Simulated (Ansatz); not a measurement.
`O[SiH2]C[SiH2]O` and `C[SiH2]O` differ in one atom or group.

Ansatz, PBE0-D4/def2-TZVP geometries, multiplicity 1. Each molecule was computed in one conformer, which needn't be the lowest.

```tsv
property	`O[SiH2]C[SiH2]O`
LUMO energy (B3LYP/def2-TZVPP) / eV	-0.33
size of the dipole moment (ωB97M-V/def2-TZVPP) / D	2.76
HOMO energy (PBE0/def2-TZVPP) / eV	-8.27
HOMO energy (ωB97M-V/def2-TZVPP) / eV	-10.58
size of the dipole moment (B3LYP/def2-TZVPP) / D	2.76
HOMO energy (PBE/def2-TZVPP) / eV	-6.79
```

Question: Give the same properties after the change, and the shifts. (An estimate is asked.)

Answer: The calculation gave: 
```
                                          property  `C[SiH2]O`  shift
               LUMO energy (B3LYP/def2-TZVPP) / eV        0.16   0.49
size of the dipole moment (ωB97M-V/def2-TZVPP) / D        1.68  -1.08
                HOMO energy (PBE0/def2-TZVPP) / eV       -8.42  -0.15
             HOMO energy (ωB97M-V/def2-TZVPP) / eV      -10.73  -0.15
  size of the dipole moment (B3LYP/def2-TZVPP) / D        1.67  -1.09
                 HOMO energy (PBE/def2-TZVPP) / eV       -6.94  -0.15
```

With PBE0 the HOMO falls by 0.15 eV and the LUMO rises by 0.52 eV, so the gap widens by about 0.67 eV. PBE moves the HOMO by -0.15 eV and ωB97M-V by -0.15 eV. Dipoles are sizes alone; their direction can turn.

B3LYP here is the variant with VWN-RPA as its local correlation; programs differ in this.
